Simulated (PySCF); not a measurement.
NMR data simulated for an unnamed compound:

1H NMR (400 MHz, computed): δ 5.90 (sept, 1H), 4.11 (s, 2H), 3.60 (d, 6H).

13C{1H} NMR (computed): δ 121.0 (C), 54.2 (CH2).

Level of theory: geometry: GFN2-xTB, shielding tensors at PBE0/pcSseg-1 (GIAO), in PySCF 2.14 (relativity neglected, fast rotation and ring inversion assumed for equivalent nuclei, one computed conformer, isolated molecule).

Shifts are taken against calculated references (same method and geometry level): 1H (σref 31.72), 13C (σref 186.93) against TMS.

**Question.** Which of these does the molecule contain: a Si–H bond, an NH or NH2 group, a nitrile, a non-aromatic C=C double bond, a carboxylic acid?

**Answer.** 
- A Si–H bond: yes (δH 5.90 (sept)).
- An NH or NH2 group: no.
- A nitrile: yes (δC 121.0).
- A non-aromatic C=C double bond: no.
- A carboxylic acid: no.

The data belong to `N#CCO[SiH]([SiH3])[SiH3]`, C$_{2}$H$_{9}$NOSi$_{3}$; they needn't prove each group on their own.

Carbon signals by region: 1 in the sp2 and nitrile region (100–160 ppm), 1 at 50–100 ppm.

Shifts are as computed. Against solution values, carbons near 30 ppm lie about +3 ppm off and those near 130 ppm about +5 ppm. Of 1211 compounds with measured shifts, 218 miss one by over three times the rms of a fit or turn the order of signals round; such compounds aren't used in these exercises. Multiplicities follow the n + 1 count of equivalent neighbours, as no J values were calculated; m marks all less simple cases, F and P coupling included.
